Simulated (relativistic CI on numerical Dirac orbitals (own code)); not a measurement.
## Cd XXV: computed level list

Computed by Dirac-Coulomb-Breit CI, KLI orbitals optimised for each configuration, a model potential for QED, unscaled Slater integrals (own radial code, finite nucleus).

Configuration list (outside the closed core [Ne]): 3s²3p⁶3d⁶, 3s²3p⁵3d⁷, 3s²3p⁴3d⁸, 3s3p⁶3d⁷, 3p⁶3d⁸, 3s3p⁵3d⁸, 3s²3p⁶3d⁵4s, 3s²3p⁶3d⁵4p, 3s²3p⁶3d⁵4d, 3s²3p⁴3d⁷4s, 3s²3p⁶3d⁵4f, 3s²3p⁵3d⁶4s, 3s²3p⁴3d⁷4p, 3s²3p⁵3d⁶4p, 3s²3p⁶3d⁴4s², 3s²3p⁴3d⁷4d, 3s3p⁵3d⁷4s, 3s²3p⁶3d⁴4s4p, 3s²3p⁶3d⁵5s, 3s3p⁶3d⁶4s, 3s²3p⁶3d⁵5p, 3p⁶3d⁷4s, 3s3p⁶3d⁶4p, 3s²3p⁵3d⁵4s², 3s²3p⁶3d⁵5f, 3p⁶3d⁷4p, 3p⁶3d⁷4d, 3s²3p⁶3d⁵6s. Levels of other configurations are missing.

The lowest level is 3s²3p⁶3d⁶ ⁵D4, with 79 % of that term; Hund's rules for 3s²3p⁶3d⁶ give ⁵D with J = 4, in agreement.

| No. | Configuration | Term | J | E (eV) | % | Lifetime (s) | jj configuration (%) |
| --- | --- | --- | --- | --- | --- | --- | --- |
| 1 | 3s²3p⁶3d⁶ | ⁵D | 4 | 0.000 | 79 |  | 3d5/2^2 (59) |
| 2 | 3s²3p⁶3d⁶ | ⁵D | 2 | 3.749 | 54 | 4.22e+02 | 3d5/2^2 (62) |
| 3 | 3s²3p⁶3d⁶ | ⁵D | 3 | 4.719 | 91 | 5.84e-04 | 3d3/2^3 3d5/2^3 (76) |
| 4 | 3s²3p⁶3d⁶ | ⁵D | 0 | 6.658 | 71 | 4.32e+02 | 3d3/2^2 3d5/2^4 (41) |
| 5 | 3s²3p⁶3d⁶ | ⁵D | 1 | 6.688 | 79 | 1.23e-03 | 3d3/2^3 3d5/2^3 (76) |
| 6 | 3s²3p⁶3d⁶ | ³H | 4 | 10.492 | 24 | 2.09e-04 | 3d3/2^3 3d5/2^3 (56) |
| 7 | 3s²3p⁶3d⁶ | ³H | 5 | 13.449 | 50 | 1.71e-03 | 3d3/2^3 3d5/2^3 (98) |
| 8 | 3s²3p⁶3d⁶ | ³H | 6 | 13.452 | 84 |  | 3d3/2^3 3d5/2^3 (93) |
| 9 | 3s²3p⁶3d⁶ | ⁵D | 2 | 13.836 | 44 | 8.69e-05 | 3d3/2^2 3d5/2^4 (70) |
| 10 | 3s²3p⁶3d⁶ | ³F | 3 | 15.614 | 54 | 1.91e-04 | 3d3/2^3 3d5/2^3 (79) |
| 11 | 3s²3p⁶3d⁶ | ³F | 2 | 15.956 | 71 | 2.56e-04 | 3d3/2^3 3d5/2^3 (75) |
| 12 | 3s²3p⁶3d⁶ | ¹S | 0 | 18.541 | 57 | 6.97e-05 | 3d3/2^2 3d5/2^4 (51) |
| 13 | 3s²3p⁶3d⁶ | ³H | 4 | 18.765 | 56 | 1.24e-04 | 3d3/2^2 3d5/2^4 (84) |
| 14 | 3s²3p⁶3d⁶ | ³D | 1 | 20.612 | 65 | 1.27e-04 | 3d3/2^3 3d5/2^3 (65) |
| 15 | 3s²3p⁶3d⁶ | ³G | 4 | 20.614 | 63 | 3.54e-04 | 3d3/2^3 3d5/2^3 (48) |
| 16 | 3s²3p⁶3d⁶ | ³D | 2 | 20.842 | 66 | 3.37e-04 | 3d3/2^2 3d5/2^4 (47) |
| 17 | 3s²3p⁶3d⁶ | ³G | 5 | 21.015 | 50 | 2.48e-04 | 3d3/2^2 3d5/2^4 (98) |
| 18 | 3s²3p⁶3d⁶ | ³D | 3 | 22.511 | 63 | 1.13e-04 | 3d3/2^2 3d5/2^4 (44) |
| 19 | 3s²3p⁶3d⁶ | ³G | 3 | 23.098 | 58 | 1.90e-04 | 3d3/2^2 3d5/2^4 (89) |
| 20 | 3s²3p⁶3d⁶ | ¹I | 6 | 23.926 | 84 | 2.75e-04 | 3d3/2^2 3d5/2^4 (93) |
| 21 | 3s²3p⁶3d⁶ | ³P | 1 | 25.083 | 66 | 6.83e-05 | 3d3/2 3d5/2^5 (54) |
| 22 | 3s²3p⁶3d⁶ | ³P | 0 | 25.197 | 97 | 3.46e-04 | 3d5/2^2 (42) |
| 23 | 3s²3p⁶3d⁶ | ¹F | 3 | 26.424 | 58 | 2.92e-04 | 3d3/2^3 3d5/2^3 (89) |
| 24 | 3s²3p⁶3d⁶ | ¹G | 4 | 27.850 | 62 | 1.15e-04 | 3d3/2 3d5/2^5 (47) |
| 25 | 3s²3p⁶3d⁶ | ¹D | 2 | 28.275 | 55 | 1.04e-04 | 3d3/2^2 3d5/2^4 (55) |
| 26 | 3s²3p⁶3d⁶ | ³P | 1 | 31.339 | 91 | 5.68e-05 | 3d3/2^3 3d5/2^3 (57) |
| 27 | 3s²3p⁶3d⁶ | ³F | 4 | 33.796 | 78 | 7.60e-05 | 3d3/2^2 3d5/2^4 (56) |
| 28 | 3s²3p⁶3d⁶ | ³F | 2 | 34.287 | 90 | 8.26e-05 | 3d3/2^2 3d5/2^4 (80) |
| 29 | 3s²3p⁶3d⁶ | ³P | 0 | 36.779 | 56 | 3.04e-05 | 3d5/2^6 (82) |
| 30 | 3s²3p⁶3d⁶ | ³P | 2 | 38.599 | 77 | 6.19e-05 | 3d3/2 3d5/2^5 (63) |
| 31 | 3s²3p⁶3d⁶ | ³F | 3 | 38.878 | 57 | 6.52e-05 | 3d3/2 3d5/2^5 (78) |
| 32 | 3s²3p⁶3d⁶ | ¹G | 4 | 39.297 | 79 | 6.67e-05 | 3d3/2^2 3d5/2^4 (61) |
| 33 | 3s²3p⁶3d⁶ | ¹D | 2 | 48.378 | 96 | 7.52e-05 | 3d3/2^2 3d5/2^4 (80) |
| 34 | 3s²3p⁶3d⁶ | ¹S | 0 | 60.552 | 95 | 2.91e-05 | 3d3/2^2 3d5/2^4 (80) |
| 35 | 3p⁵3d⁷(4F) | ⁵G° | 6 | 178.489 | 92 | 4.79e-10 | 3p3/2^3 3d5/2^3 (73) |
| 36 | 3p⁵3d⁷(2P) | ³D° | 3 | 185.563 | 70 | 3.09e-11 | 3p3/2^3 3d5/2^3 (83) |
| 37 | 3p⁵3d⁷(4P) | ³P° | 0 | 185.945 | 53 | 1.63e-10 | 3p3/2^3 3d5/2^3 (94) |
| 38 | 3p⁵3d⁷(4F) | ⁵F° | 5 | 186.279 | 45 | 1.38e-11 | 3p3/2^3 3d3/2^3 3d5/2^4 (52) |
| 39 | 3p⁵3d⁷(2G) | ³G° | 5 | 188.030 | 44 | 1.90e-11 | 3p3/2^3 3d5/2^3 (50) |
| 40 | 3p⁵3d⁷(2D) | ³F° | 4 | 189.207 | 43 | 6.23e-11 | 3p3/2^3 3d5/2^3 (55) |
| 41 | 3p⁵3d⁷(2P) | ³P° | 2 | 191.419 | 36 | 9.07e-11 | 3p3/2^3 3d5/2^3 (76) |
| 42 | 3p⁵3d⁷(4P) | ⁵D° | 4 | 193.073 | 55 | 1.95e-11 | 3p3/2^3 3d3/2^3 3d5/2^4 (73) |
| 43 | 3p⁵3d⁷(2G) | ³H° | 6 | 194.274 | 81 | 2.69e-11 | 3p3/2^3 3d3/2^3 3d5/2^4 (71) |
| 44 | 3p⁵3d⁷(4F) | ³D° | 2 | 194.418 | 60 | 1.15e-11 | 3p3/2^3 3d3/2^3 3d5/2^4 (70) |
| 45 | 3p⁵3d⁷(4F) | ⁵G° | 3 | 194.594 | 35 | 1.66e-11 | 3p3/2^3 3d3/2^3 3d5/2^4 (69) |
| 46 | 3p⁵3d⁷(2G) | ³G° | 4 | 196.304 | 51 | 9.43e-12 | 3p3/2^3 3d3/2^3 3d5/2^4 (82) |
| 47 | 3p⁵3d⁷(4P) | ³P° | 1 | 197.186 | 63 | 1.26e-11 | 3p3/2^3 3d3/2^3 3d5/2^4 (88) |
| 48 | 3p⁵3d⁷(4F) | ⁵F° | 3 | 197.873 | 32 | 7.25e-12 | 3p3/2^3 3d3/2^3 3d5/2^4 (50) |
| 49 | 3s²3p⁵3d⁷ | ³F° | 2 | 197.910 | 21 | 1.04e-11 | 3p3/2^3 3d3/2^3 3d5/2^4 (73) |
| 50 | 3p⁵3d⁷(2D) | ³F° | 4 | 199.198 | 39 | 5.96e-12 | 3p3/2^3 3d3/2^3 3d5/2^4 (59) |
| 51 | 3p⁵3d⁷(4F) | ³D° | 1 | 200.198 | 43 | 6.21e-12 | 3p3/2^3 3d3/2^3 3d5/2^4 (43) |
| 52 | 3p⁵3d⁷(2P) | ³P° | 2 | 200.797 | 19 | 4.90e-12 | 3p3/2^3 3d3/2^3 3d5/2^4 (49) |
| 53 | 3p⁵3d⁷(2G) | ³H° | 5 | 201.154 | 63 | 8.90e-12 | 3p3/2^3 3d3/2^3 3d5/2^4 (79) |
| 54 | 3p⁵3d⁷(2G) | ³G° | 3 | 202.051 | 39 | 8.22e-12 | 3p3/2^3 3d3/2^3 3d5/2^4 (52) |
| 55 | 3p⁵3d⁷(2H) | ³I° | 7 | 202.622 | 100 | 3.40e-11 | 3p3/2^3 3d3/2^3 3d5/2^4 (100) |
| 56 | 3p⁵3d⁷(4P) | ⁵P° | 3 | 204.710 | 51 | 2.24e-12 | 3p3/2^3 3d3/2^3 3d5/2^4 (41) |
| 57 | 3p⁵3d⁷(2D) | ³F° | 4 | 205.611 | 43 | 7.44e-12 | 3p3/2^3 3d3/2^3 3d5/2^4 (45) |
| 58 | 3p⁵3d⁷(2G) | ¹H° | 5 | 205.618 | 58 | 1.06e-11 | 3p3/2^3 3d3/2^3 3d5/2^4 (78) |
| 59 | 3p⁵3d⁷(4F) | ⁵D° | 0 | 205.861 | 55 | 3.83e-12 | 3p3/2^3 3d3/2^2 3d5/2^5 (72) |
| 60 | 3p⁵3d⁷(2P) | ¹D° | 2 | 205.890 | 24 | 5.61e-12 | 3p3/2^3 3d3/2^2 3d5/2^5 (50) |
| 61 | 3p⁵3d⁷(4F) | ⁵D° | 1 | 207.135 | 52 | 2.46e-12 | 3p3/2^3 3d3/2^2 3d5/2^5 (44) |
| 62 | 3p⁵3d⁷(4F) | ⁵D° | 2 | 207.743 | 27 | 2.80e-12 | 3p3/2^3 3d3/2^2 3d5/2^5 (41) |
| 63 | 3p⁵3d⁷(2H) | ¹G° | 4 | 207.828 | 33 | 4.48e-12 | 3p3/2^3 3d5/2^3 (36) |
| 64 | 3p⁵3d⁷(2G) | ³F° | 3 | 207.852 | 23 | 3.89e-12 | 3p3/2^3 3d5/2^3 (43) |
| 65 | 3p⁵3d⁷(4P) | ⁵D° | 2 | 209.181 | 28 | 6.27e-12 | 3p3/2^3 3d3/2^2 3d5/2^5 (72) |
| 66 | 3p⁵3d⁷(2D) | ³D° | 3 | 209.408 | 39 | 4.45e-12 | 3p3/2^3 3d3/2^3 3d5/2^4 (51) |
| 67 | 3p⁵3d⁷(2H) | ³G° | 4 | 211.200 | 33 | 3.58e-12 | 3p3/2^3 3d3/2^3 3d5/2^4 (43) |
| 68 | 3p⁵3d⁷(2H) | ³H° | 6 | 211.669 | 71 | 3.81e-12 | 3p3/2^3 3d3/2^3 3d5/2^4 (55) |
| 69 | 3p⁵3d⁷(4F) | ³D° | 3 | 211.984 | 25 | 3.82e-12 | 3p3/2^3 3d3/2^3 3d5/2^4 (34) |
| 70 | 3p⁵3d⁷(2D) | ³P° | 1 | 213.013 | 35 | 3.06e-12 | 3p3/2^3 3d3/2^3 3d5/2^4 (36) |

Energies count from the lowest computed level; ° marks odd parity; lifetimes are radiative, by E1, M1, E2, M2 decay to levels of this space only; some are left blank where a channel outside the calculation adds to the decay or the decay crosses a small, uncertain gap. Percentages are summed over parent terms; the parents shown are those of the largest component, closed shells are left out there. Filled j subshells are mostly left out of the jj labels.

The mean weight of the leading LS term, summed over parents, in these 70 levels is 57 %, and that of the leading jj configuration (from the same eigenvectors) 64 %.

At this charge energies of transitions that change n are usually good to better than 1 %, and those within a shell (Δn = 0) to a few per cent. Terms inside the open d or f shell come out 10 to 20 % too wide with unscaled integrals.

LS names give the leading component of a level, which can be under half, so a name can repeat, a term be missing and a line seem to break the LS rules.
